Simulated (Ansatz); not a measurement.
Geometry optimisation, Ansatz, RKS BHLYP-D4/def2-SVP.

Input:

```yaml
crystal:
  periodic: [false, false, false]
  atoms:
    - { symbol: B, position_ang: [-0.0483, 0.999, -1.135] }
    - { symbol: O, position_ang: [1.1111, 0.3758, -0.6704] }
    - { symbol: Si, position_ang: [0.5452, -0.9707, 0.2388] }
    - { symbol: Te, position_ang: [-0.1427, -0.2157, 2.4877] }
    - { symbol: H, position_ang: [-0.5566, 0.7459, -2.2128] }
    - { symbol: H, position_ang: [-0.5817, 1.9326, -0.5157] }
    - { symbol: H, position_ang: [1.7344, -1.8913, 0.4485] }
    - { symbol: H, position_ang: [-0.455, -1.6862, -0.4528] }
    - { symbol: H, position_ang: [-1.5179, 0.6643, 1.7946] }
basis:
  gaussian: { orbitals: def2-SVP }
hamiltonian:
  xc: { name: BHLYP }
  dispersion: d4
relax:
  f_tol: 0.02
  max_steps: 50
```

Launched with:

```bash
$ ansatz run input.yaml --threads 2 --pin off --max-ram 3072MiB --backend cpu --events-out ev --progress --plain --runs-dir out
```

Question: Where does it end, and by what steps?

Answer: The forces met the threshold. After 13 steps the energy has fallen by 0.962 eV; H5 moved furthest, 1.02 Å.

```csv
step,energy less start (eV),largest force component (eV/Å),accepted
0,0.0000,3.049,yes
1,-0.1973,2.409,yes
2,-0.4797,1.375,yes
3,-0.6680,0.589,yes
4,-0.7441,0.603,yes
5,-0.8415,0.262,yes
6,-0.8739,0.810,yes
7,-0.9355,0.706,yes
8,-0.9395,0.477,yes
9,-0.9527,0.240,yes
10,-0.9570,0.179,yes
11,-0.9521,0.404,no
12,-0.9608,0.060,yes
13,-0.9616,0.018,yes
```

```xyz
9
Properties=species:S:1:pos:R:3
B -0.009 1.162 -1.386
O 0.331 -0.083 -1.019
Si 0.426 -1.070 0.312
Te 0.014 0.099 2.479
H 0.096 1.456 -2.545
H -0.406 1.949 -0.568
H 1.804 -1.586 0.394
H -0.553 -2.152 0.120
H -1.615 0.179 2.197
```

Time of the run: 36 s on 2 threads of Arm Neoverse V2 (shared host), peak memory 0.21 GiB.
